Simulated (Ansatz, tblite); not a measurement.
Cost and result up the ladder for In5P4Cl3, a halide-capped cluster cut from zinc blende InP (3 Cl on the cations) (12 atoms). Charge 0, multiplicity 1. Geometry: PBE-D4/def2-SVP.

```tsv
atom	x (Å)	y (Å)	z (Å)
In1	-0.859	0.330	-2.047
In2	-1.663	-0.706	1.368
In3	1.891	-1.192	0.125
In4	1.704	2.060	-1.050
In5	0.776	1.311	2.188
P6	-0.429	-1.783	-0.631
P7	0.183	2.481	-2.814
P8	-1.362	1.018	3.163
P9	2.948	1.100	0.918
Cl10	-3.035	-0.003	-2.968
Cl11	-3.773	-1.799	1.515
Cl12	3.618	-2.817	0.233
```

Ansatz on 2 threads of AMD EPYC 7R13 on a shared host and a share (18 GiB) of an NVIDIA H100 80GB HBM3; xTB runs through tblite on one thread. Times are rough, summed over both states, and most runs start from the orbitals of an earlier one. PBE0-D4/def2-TZVP serves as the yardstick here, not as an exact answer. The other state is a triplet.

In the def2 sets In takes a core potential; there is no spin–orbit coupling. The xTB rows come from tblite. Single mean-field runs in def2-TZVP are fitted with def2-universal-jkfit. HOMO above LUMO, or a gap near zero within one spin, warns that the state may not be the lowest or that an electron is smeared out.

xTB has no spin-polarisation term.

```json
{"level": "GFN1-xTB", "functions": "108", "wall time": "0.16 s"}
{"level": "GFN2-xTB", "functions": "108", "wall time": "0.2 s"}
{"level": "PBE-D4/def2-TZVP (with forces)", "functions": "509", "wall time": "11 s"}
{"level": "PBE0-D4/def2-TZVP (with forces)", "functions": "509", "wall time": "15 s"}
```

Q: Estimate what each level gives for the vertical triplet (eV).

A: 
| level | vertical triplet (eV) | difference from PBE0-D4/def2-TZVP (eV) | remarks |
| --- | --- | --- | --- |
| GFN1-xTB | 2.51 | 0.70 | – |
| GFN2-xTB | 1.68 | -0.13 | – |
| PBE-D4/def2-TZVP (with forces) | 1.68 | -0.13 | gap within one spin near zero (triplet) |
| PBE0-D4/def2-TZVP (with forces) | 1.81 | 0.00 | – |
